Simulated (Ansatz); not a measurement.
Born–Oppenheimer molecular dynamics of F2H7PSi2 (12 atoms, charge 0, multiplicity 1). It starts at the highest image of a converged band. Of that band: The profile has 2 maxima (images 5, 8) with wells between them (image 7): this band takes more than one step, which may be the mechanism or a detour left from its start path. A structure lower than the last end lies on the path between it and the top, so the climb from that side starts below the end, which may itself be a saddle point or a shallow side well. Neighbouring images differ by up to 1.9 eV, so the band resolves the path poorly. A vibrational analysis at the climbing image gives one clearly imaginary mode, 754i cm⁻¹: a first-order saddle point.

Method: RKS LDA/def2-SVP (Ansatz).

```yaml
ensemble: NVE (velocity Verlet)
time_step: 0.5 fs
steps_asked: 200
starting_velocities_drawn_for: 100 K
seed: 5110
```

Frames 2.5 fs apart, positions in Å, forces in eV/Å.

Velocities at 40.0 fs (Å/ps):

```
Si -4.47 3.15 -5.53
Si 4.74 -2.66 9.31
H 19.89 -6.61 21.76
H -4.46 -2.50 -13.59
H 17.38 -11.25 29.08
H -8.14 13.25 -15.40
F 0.54 -3.98 -11.39
F -7.58 4.83 5.56
P 2.81 -0.69 -1.46
H 3.37 -6.67 0.89
H 11.41 -1.28 -2.90
H -0.84 6.59 29.47
```

```xyz
12
Properties=species:S:1:pos:R:3:forces:R:3 time_fs=40.0 energy_less_start_eV=-0.606 T=569
Si -0.445 -0.066 0.071 0.38 -0.26 -0.88
Si 0.150 -0.485 2.781 0.16 -0.15 0.59
H -0.258 -1.882 3.167 0.17 0.09 0.01
H 1.557 -0.320 2.309 0.00 0.07 0.25
H -0.286 0.541 3.805 0.16 -0.13 0.08
H 0.583 1.055 -0.052 -0.41 -0.20 -0.08
F -1.081 -0.884 -1.193 0.29 0.11 -0.54
F 0.673 -1.294 0.364 -0.78 0.36 0.31
P -2.526 0.892 0.265 0.28 0.71 0.56
H -3.074 -0.403 0.307 -0.38 -0.62 0.08
H -2.534 1.019 1.736 -0.12 0.06 -0.57
H -0.929 -0.135 1.731 0.26 -0.06 0.19
12
Properties=species:S:1:pos:R:3:forces:R:3 time_fs=42.5 energy_less_start_eV=-0.711 T=650
Si -0.455 -0.059 0.056 0.22 -0.47 -1.13
Si 0.162 -0.491 2.805 0.19 -0.16 0.94
H -0.203 -1.895 3.221 0.15 0.12 -0.07
H 1.547 -0.323 2.283 0.08 0.12 0.25
H -0.237 0.508 3.879 0.22 -0.17 -0.02
H 0.550 1.081 -0.093 -0.34 -0.28 -0.06
F -1.079 -0.893 -1.222 0.44 0.38 -0.17
F 0.653 -1.282 0.378 -0.79 0.38 0.29
P -2.519 0.891 0.262 -0.03 0.03 0.31
H -3.075 -0.434 0.312 -0.15 -0.01 0.07
H -2.509 1.018 1.713 -0.15 0.10 -0.26
H -0.924 -0.120 1.807 0.15 -0.04 -0.15
12
Properties=species:S:1:pos:R:3:forces:R:3 time_fs=45.0 energy_less_start_eV=-0.781 T=704
Si -0.466 -0.052 0.039 -0.10 -0.86 -1.38
Si 0.174 -0.499 2.831 0.39 -0.12 1.18
H -0.140 -1.902 3.271 0.08 0.02 -0.12
H 1.541 -0.320 2.272 0.13 0.15 0.24
H -0.175 0.465 3.953 0.21 -0.12 -0.04
H 0.499 1.091 -0.138 -0.03 -0.10 -0.08
F -1.076 -0.902 -1.252 0.54 0.61 0.15
F 0.630 -1.268 0.393 -0.75 0.35 0.27
P -2.511 0.890 0.260 -0.37 -0.68 -0.24
H -3.085 -0.466 0.320 0.09 0.58 0.04
H -2.493 1.023 1.676 -0.14 0.17 0.37
H -0.911 -0.107 1.875 -0.06 0.01 -0.38
12
Properties=species:S:1:pos:R:3:forces:R:3 time_fs=47.5 energy_less_start_eV=-0.855 T=762
Si -0.476 -0.048 0.019 -0.38 -1.20 -1.54
Si 0.187 -0.506 2.860 0.56 -0.02 1.11
H -0.072 -1.907 3.314 0.00 -0.13 -0.15
H 1.543 -0.307 2.275 0.12 0.15 0.23
H -0.101 0.416 4.024 0.14 -0.01 0.00
H 0.446 1.096 -0.188 0.30 0.15 -0.12
F -1.071 -0.908 -1.281 0.57 0.75 0.36
F 0.605 -1.253 0.409 -0.66 0.28 0.26
P -2.505 0.887 0.257 -0.51 -0.78 -0.43
H -3.091 -0.465 0.331 0.11 0.63 0.02
H -2.486 1.038 1.660 -0.13 0.19 0.60
H -0.900 -0.095 1.921 -0.12 0.01 -0.33
12
Properties=species:S:1:pos:R:3:forces:R:3 time_fs=50.0 energy_less_start_eV=-0.965 T=847
Si -0.487 -0.045 -0.005 -0.36 -1.16 -1.61
Si 0.202 -0.513 2.890 0.56 0.09 0.86
H -0.003 -1.920 3.348 -0.06 -0.19 -0.20
H 1.552 -0.286 2.292 0.07 0.11 0.21
H -0.019 0.365 4.095 0.03 0.08 0.02
H 0.409 1.107 -0.245 0.38 0.15 -0.12
F -1.064 -0.913 -1.309 0.53 0.80 0.45
F 0.578 -1.237 0.426 -0.53 0.17 0.25
P -2.499 0.883 0.253 -0.43 -0.20 0.04
H -3.092 -0.430 0.343 -0.13 0.10 0.04
H -2.485 1.064 1.675 -0.10 0.12 0.10
H -0.895 -0.081 1.949 0.03 -0.06 -0.04
12
Properties=species:S:1:pos:R:3:forces:R:3 time_fs=52.5 energy_less_start_eV=-1.044 T=908
Si -0.500 -0.046 -0.032 -0.04 -0.72 -1.62
Si 0.217 -0.521 2.923 0.53 0.13 0.69
H 0.062 -1.944 3.369 -0.09 -0.10 -0.26
H 1.564 -0.259 2.322 0.01 0.06 0.16
H 0.065 0.319 4.167 -0.08 0.09 -0.02
H 0.394 1.126 -0.309 0.19 -0.15 -0.04
F -1.056 -0.914 -1.336 0.42 0.75 0.41
F 0.549 -1.220 0.444 -0.38 0.04 0.25
P -2.495 0.879 0.249 -0.28 0.55 0.56
H -3.101 -0.389 0.358 -0.42 -0.54 0.09
H -2.491 1.097 1.697 -0.05 0.02 -0.48
H -0.889 -0.072 1.974 0.18 -0.13 0.25
12
Properties=species:S:1:pos:R:3:forces:R:3 time_fs=55.0 energy_less_start_eV=-1.133 T=977
Si -0.512 -0.047 -0.062 0.30 -0.23 -1.54
Si 0.234 -0.528 2.957 0.60 0.09 0.75
H 0.122 -1.973 3.375 -0.11 0.06 -0.30
H 1.578 -0.227 2.361 -0.02 0.02 0.09
H 0.145 0.277 4.238 -0.18 0.03 -0.11
H 0.390 1.137 -0.375 -0.03 -0.41 0.06
F -1.046 -0.913 -1.361 0.29 0.59 0.24
F 0.519 -1.204 0.463 -0.24 -0.09 0.28
P -2.491 0.876 0.247 -0.44 0.55 0.65
H -3.132 -0.377 0.378 -0.35 -0.46 0.07
H -2.500 1.132 1.692 0.02 -0.03 -0.56
H -0.872 -0.070 2.014 0.15 -0.10 0.38
12
Properties=species:S:1:pos:R:3:forces:R:3 time_fs=57.5 energy_less_start_eV=-1.241 T=1060
Si -0.523 -0.050 -0.096 0.48 0.07 -1.29
Si 0.253 -0.534 2.993 0.80 0.01 0.91
H 0.175 -1.999 3.364 -0.12 0.14 -0.28
H 1.591 -0.195 2.406 -0.01 -0.02 0.00
H 0.213 0.237 4.302 -0.26 -0.03 -0.16
H 0.385 1.124 -0.438 -0.08 -0.41 0.09
F -1.036 -0.911 -1.386 0.12 0.35 -0.05
F 0.489 -1.188 0.482 -0.15 -0.19 0.31
P -2.487 0.874 0.245 -0.87 -0.12 0.27
H -3.183 -0.390 0.401 0.06 0.18 -0.01
H -2.507 1.165 1.657 0.10 0.01 -0.09
H -0.848 -0.073 2.075 -0.08 0.01 0.28
12
Properties=species:S:1:pos:R:3:forces:R:3 time_fs=60.0 energy_less_start_eV=-1.313 T=1116
Si -0.534 -0.052 -0.132 0.51 0.12 -0.80
Si 0.272 -0.541 3.031 1.01 -0.03 0.97
H 0.221 -2.017 3.335 -0.12 0.09 -0.20
H 1.603 -0.163 2.450 0.00 -0.03 -0.08
H 0.266 0.196 4.358 -0.30 -0.06 -0.09
H 0.376 1.088 -0.495 0.06 -0.13 0.05
F -1.024 -0.907 -1.411 -0.07 0.03 -0.43
F 0.457 -1.172 0.503 -0.11 -0.23 0.33
P -2.486 0.872 0.244 -1.15 -0.59 -0.27
H -3.231 -0.393 0.424 0.37 0.58 -0.08
H -2.508 1.199 1.618 0.15 0.10 0.52
H -0.829 -0.076 2.152 -0.35 0.14 0.08
12
Properties=species:S:1:pos:R:3:forces:R:3 time_fs=62.5 energy_less_start_eV=-1.398 T=1182
Si -0.543 -0.054 -0.171 0.50 0.10 -0.15
Si 0.294 -0.548 3.071 0.96 0.03 0.74
H 0.261 -2.031 3.296 -0.10 -0.02 -0.09
H 1.615 -0.133 2.490 -0.01 -0.03 -0.12
H 0.301 0.151 4.408 -0.29 -0.05 0.06
H 0.371 1.044 -0.550 0.27 0.23 -0.03
F -1.014 -0.904 -1.438 -0.27 -0.34 -0.86
F 0.426 -1.157 0.524 -0.14 -0.21 0.31
P -2.487 0.868 0.243 -1.09 -0.36 -0.30
H -3.258 -0.364 0.444 0.35 0.40 -0.06
H -2.501 1.238 1.606 0.20 0.07 0.50
H -0.829 -0.071 2.235 -0.38 0.18 0.02
12
Properties=species:S:1:pos:R:3:forces:R:3 time_fs=65.0 energy_less_start_eV=-1.482 T=1247
Si -0.551 -0.056 -0.209 0.67 0.26 0.45
Si 0.318 -0.555 3.112 0.58 0.16 0.33
H 0.294 -2.045 3.250 -0.07 -0.06 -0.01
H 1.626 -0.105 2.523 -0.05 -0.02 -0.13
H 0.319 0.103 4.463 -0.22 -0.06 0.19
H 0.382 1.013 -0.607 0.28 0.34 -0.04
F -1.004 -0.901 -1.466 -0.44 -0.68 -1.24
F 0.394 -1.143 0.546 -0.21 -0.13 0.23
P -2.489 0.864 0.241 -0.67 0.51 0.12
H -3.267 -0.313 0.460 0.00 -0.25 0.06
H -2.481 1.281 1.621 0.23 -0.13 -0.10
H -0.851 -0.056 2.319 -0.08 0.07 0.14
12
Properties=species:S:1:pos:R:3:forces:R:3 time_fs=67.5 energy_less_start_eV=-1.525 T=1280
Si -0.558 -0.057 -0.246 1.00 0.59 0.83
Si 0.344 -0.561 3.154 0.11 0.23 0.06
H 0.323 -2.062 3.204 -0.04 0.04 0.06
H 1.634 -0.078 2.549 -0.10 0.00 -0.09
H 0.324 0.051 4.527 -0.11 -0.13 0.17
H 0.408 1.001 -0.666 0.02 0.12 0.08
F -0.995 -0.900 -1.499 -0.53 -0.91 -1.45
F 0.361 -1.129 0.570 -0.30 -0.01 0.09
P -2.493 0.861 0.239 -0.25 1.19 0.34
H -3.275 -0.277 0.480 -0.28 -0.74 0.19
H -2.448 1.316 1.631 0.22 -0.31 -0.52
H -0.877 -0.036 2.412 0.26 -0.06 0.23
```

Of the whole run (100 fs, mean temperature of the second half 1283 K): The conserved energy stayed within 0.036 meV per atom of its start (net change 0.0047 meV per atom), so the integration is sound. The kinetic energy rose, since the run started high on the potential surface and went downhill. It ends in pieces (F2H3PSi + H4Si), so much of that is their flight and rotation, not heat. A run of 0.1 ps of so small a system gives no equilibrium averages. The orbitals stay closed-shell, which can raise the energy where a bond breaks towards radicals; this wasn't checked here.

Run time: 2.2 min on 4 threads of Arm Neoverse V2, with other jobs on the host, peak memory 0.16 GiB.
